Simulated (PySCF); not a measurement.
# Computed records: BClGeH4Si, CH5BGe

All values are calculated (PySCF 2.14.0). Calculation on a computer-drawn molecule: the log of a Hartree-Fock and frozen-core CCSD(T) single point meant for a local Hartree-Fock minimum, with one planted fault or none, to be diagnosed. Offsets are logged minus clean, where the clean run is the same molecule without the fault. The reference is restricted for singlets and unrestricted otherwise, and also for a bond in bohr or an excited solution. Adding or removing an electron swaps singlet and doublet. The excited solution moves the top pair (singlet) or top alpha electron (doublet) to the lowest empty orbital. Highest occupied and lowest empty are orbital energies over both spins, largest force is the largest gradient component, triples share is (T) over the correlation energy, the T1 limit is 0.02 restricted and 0.045 unrestricted, electrons count all cores, a negative frequency is imaginary (commonest isotopes), and the dipole is about the centre of nuclear charge; on germanium a core potential holds 10 electrons, which the energies leave out, and 3d is frozen in MP2 and coupled-cluster steps.

Common to all runs: meant charge 0; meant multiplicity 1; meant basis and core potential on germanium cc-pVDZ-PP ECP10MDF; logged SCF converged yes; logged CC converged yes; logged SCF stable within its kind yes; possible faults no fault, one electron removed, one electron added, multiplicity raised by two, geometry at a saddle point, SCF held on an excited solution, minimal basis STO-3G, one bond length entered in bohr, all coordinates scaled.

(1) 
```xyz
8
formula=BClGeH4Si meant_basis=cc-pV(D+d)Z logged_electrons=72 logged_basis_functions=103 logged_spin_squared=2.0161 logged_highest_occupied=-8.5872 logged_lowest_empty=-0.68669 logged_largest_force=0.030246 logged_T1_diagnostic=0.019556 logged_D1_diagnostic=0.09412 logged_triples_share=0.027734 logged_dipole_magnitude=2.7119 logged_energy_HF=-1068.77258 logged_energy_CCSD(T)=-1069.21692
B     -0.6329    -1.8646     1.7842
Ge    -0.6682     0.1252     1.1891
Si    -0.2824     1.8205     2.9237
Cl    -2.6300     0.5442     0.2530
H      0.4232    -2.3773     2.0225
H     -1.6438    -2.4839     1.9339
H      0.3414     0.3832     0.0581
H      1.0499     1.1814     3.2734
```

Units: logged_highest_occupied, logged_lowest_empty in eV; logged_largest_force in hartree/bohr; logged_dipole_magnitude in debye; logged_energy_HF, logged_energy_CCSD(T) in hartree.

Drawn bonds:
```
atom  other atom  order
   1           2      1
   2           3      1
   2           4      1
   1           5      1
   1           6      1
   2           7      1
   3           8      1
```

(2) 
```xyz
8
formula=CH5BGe meant_basis=cc-pVDZ logged_electrons=48 logged_basis_functions=76 logged_spin_squared=1.2209 logged_highest_occupied=-8.1326 logged_lowest_empty=0.55122 logged_largest_force=0.032196 logged_T1_diagnostic=0.094884 logged_D1_diagnostic=0.28404 logged_triples_share=0.044647 logged_dipole_magnitude=1.0894 logged_energy_HF=-358.63841 logged_energy_CCSD(T)=-359.00571
B      2.2906    -0.1844    -0.8498
Ge     0.6518    -0.4350    -2.0547
C     -0.5717    -1.6659    -1.6786
H      3.1279     0.6379    -1.0824
H      2.5021    -1.5129     0.9677
H      0.4399     0.4223    -3.2982
H     -0.4690    -2.3017    -0.8065
H     -1.4541    -1.8359    -2.2844
```

Units: logged_highest_occupied, logged_lowest_empty in eV; logged_largest_force in hartree/bohr; logged_dipole_magnitude in debye; logged_energy_HF, logged_energy_CCSD(T) in hartree.

Drawn bonds:
```
atom  other atom  order
   1           2      1
   2           3      2
   1           4      1
   1           5      1
   2           6      1
   3           7      1
   3           8      1
```

Notes: T1 above single-reference limit.

Questions
1. Which fault was planted in the run of BClGeH4Si (entry 1)?
2. Which fault was planted in the run of CH5BGe (entry 2)?

Calculated values
1. multiplicity raised by two
2. one bond length entered in bohr, row 4 of the drawn bonds

Further results for BClGeH4Si (entry 1):

- HF energy offset from clean run: 10.3 kcal/mol
- CCSD(T) energy offset from clean run: 23.15 kcal/mol

Further results for CH5BGe (entry 2):

* HF energy offset from clean run: 69.27 kcal/mol
* CCSD(T) energy offset from clean run: 75.86 kcal/mol
